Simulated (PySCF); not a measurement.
## Magnetic susceptibility: `C#CP(C=C)C[PH2+]C`, [C₆H₁₁P₂]+, charge +1

Molfile (atoms numbered from 1):
```
C6H11P2
     RDKit          3D

 19 18  0  0  0  0  0  0  0  0999 V2000
   -1.5669    2.2787    0.5257 C   0  0  0  0  0  0  0  0  0  0  0  0
   -1.3469    1.1030    0.6622 C   0  0  0  0  0  0  0  0  0  0  0  0
   -1.1212   -0.6081    1.0596 P   0  0  0  0  0  0  0  0  0  0  0  0
   -2.2286   -1.3748   -0.1635 C   0  0  0  0  0  0  0  0  0  0  0  0
   -3.3097   -0.7972   -0.6630 C   0  0  0  0  0  0  0  0  0  0  0  0
    0.5060   -0.7720    0.0253 C   0  0  0  0  0  0  0  0  0  0  0  0
    1.6475    0.4637    0.6541 P   0  0  0  0  0  0  0  0  0  0  0  0
    3.3875    0.0600    0.4099 C   0  0  0  0  0  0  0  0  0  0  0  0
   -1.7567    3.3006    0.3597 H   0  0  0  0  0  0  0  0  0  0  0  0
   -1.9952   -2.4112   -0.3793 H   0  0  0  0  0  0  0  0  0  0  0  0
   -3.5743    0.2203   -0.4245 H   0  0  0  0  0  0  0  0  0  0  0  0
   -3.9703   -1.3213   -1.3335 H   0  0  0  0  0  0  0  0  0  0  0  0
    0.3334   -0.6149   -1.0445 H   0  0  0  0  0  0  0  0  0  0  0  0
    0.9372   -1.7685    0.1695 H   0  0  0  0  0  0  0  0  0  0  0  0
    1.4269    0.6421    2.0005 H   0  0  0  0  0  0  0  0  0  0  0  0
    1.3869    1.6851    0.0849 H   0  0  0  0  0  0  0  0  0  0  0  0
    3.5972   -0.0568   -0.6551 H   0  0  0  0  0  0  0  0  0  0  0  0
    4.0160    0.8556    0.8126 H   0  0  0  0  0  0  0  0  0  0  0  0
    3.6216   -0.8751    0.9223 H   0  0  0  0  0  0  0  0  0  0  0  0
  1  2  3  0
  2  3  1  0
  3  4  1  0
  4  5  2  0
  3  6  1  0
  6  7  1  0
  7  8  1  0
  1  9  1  0
  4 10  1  0
  5 11  1  0
  5 12  1  0
  6 13  1  0
  6 14  1  0
  7 15  1  0
  7 16  1  0
  8 17  1  0
  8 18  1  0
  8 19  1  0
M  CHG  1   7   1
M  END
```

Computed with GIAO B3LYP/pcSseg-1 magnetisability, rotational g tensor and spin-rotation constants, non-relativistic, gas phase (PySCF 2.14.0). Geometry: GFN2-xTB.

For an ion the centre-of-mass motion in the field is neglected.

**Question.** What are the magnetisability and the molar susceptibility?

**Answer.** Isotropic -1532 × 10⁻³⁰ J/T², or -92.3 × 10⁻⁶ cm³/mol; principal values -1643, -1502, -1452 × 10⁻³⁰ J/T², anisotropy 172 × 10⁻³⁰ J/T² (root of half the summed squared differences of the principal values). The susceptibility is in cgs units.

**Question.** Split it along the inertial axes a, b, c into diamagnetic and paramagnetic parts about the centre of mass, with the quadrupole moment.

**Answer.** 
```tsv
axis	χ (10⁻⁶ cm³/mol)	diamagnetic (10⁻⁶ cm³/mol)	paramagnetic (10⁻⁶ cm³/mol)	summed x² of all electrons (Å²)	quadrupole Θ (D Å)
a	-94.2	-579.8	485.6	344.0	+26.64
b	-89.0	-1608.9	1520.0	101.4	-2.94
c	-93.7	-1889.4	1795.7	35.3	-23.70
```
Anisotropies 2χaa − χbb − χcc = -5.7 and 2χbb − χaa − χcc = +9.9 × 10⁻⁶ cm³/mol. Θ is traceless in Buckingham's convention.

**Question.** And the rotational g tensor?

**Answer.** 
| axis | rotational constant (GHz) | g | nuclear part | electronic part |
| --- | --- | --- | --- | --- |
| a | 2.6218 | -0.0036 | 0.5946 | -0.5982 |
| b | 0.8006 | +0.0035 | 0.5752 | -0.5717 |
| c | 0.6741 | +0.0083 | 0.5769 | -0.5686 |

Asymmetric top; isotopes 12C, 1H, 31P; no vibrational averaging.
